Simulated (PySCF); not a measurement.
**A small calculation by hand: entropy of an ideal gas**

HO2, SMILES [O]O (connectivity only; charge and spin as stated), charge -1, multiplicity 1.

Geometry optimised at r2SCAN-D4/def2-TZVPD. The spin state was assumed, not searched. The isomer is the one that the SMILES or the coordinates give; other isomers of the formula were not compared.

r2SCAN-D4/def2-TZVPD (PySCF) gives the harmonic wavenumbers 793, 1142, 3738 cm⁻¹ and the rotational temperatures 28.5568, 1.2712, 1.2170 K. The molar mass is 33.01 g/mol, the symmetry number 1, the spin multiplicity 1.

Q: Work out the entropy at 298.15 K and 1 atm in the rigid-rotor, harmonic-oscillator model.

A: 
Translation (Sackur–Tetrode at 1 atm): S = R[1.5 ln M + 2.5 ln T − 1.16487] = 152.4 J/(mol K).
Rotation: q = (√π/σ) T^1.5/√(θA θB θC) = 1370, S = R[ln q + 3/2] = 72.5 J/(mol K).
Vibration: with u = 1.4388 ν/T, each mode gives R[u/(e^u − 1) − ln(1 − e^−u)]:
```json
[
 {"ν (cm⁻¹)": "793", "modes": "1", "u": "3.83", "S (J/(mol K))": "0.89"},
 {"ν (cm⁻¹)": "1142", "modes": "1", "u": "5.51", "S (J/(mol K))": "0.22"}
]
```
The stiffer modes add less than 0.005 each. Sum 1.1 J/(mol K).
Spin: R ln 1 = 0.0 J/(mol K).
Total 226.0 J/(mol K); the program's own thermochemistry gives 226.0. Translation makes up 67 % and vibration 0 %. Anharmonicity, hindered rotation and orbital degeneracy are left out.
